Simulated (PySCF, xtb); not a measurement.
Si(OH)3(PH2) (H5O3PSi), SMILES O[Si](O)(O)P. Other conformers were not sampled.

Harmonic wavenumbers (cm⁻¹) from xtb 6.7.1 with GFN2-xTB at its own minimum, in rising order: 69, 129, 148, 185, 238, 247, 272, 288, 314, 486, 705, 712, 796, 813, 836, 846, 928, 948, 1137, 2318, 2402, 3642, 3692, 3696.

What does PySCF with PBE-D3(BJ)/def2-SVP give at its own minimum? (An estimate is asked for; the answer gives what the named calculation found.)

89, 141, 159, 203, 226, 235, 289, 310, 354, 460, 616, 662, 763, 779, 799, 847, 925, 941, 1046, 2309, 2337, 3728, 3764, 3768. Paired by order, the mean absolute difference is 35 cm⁻¹ and the zero-point energies are 37.0 and 36.8 kcal/mol.
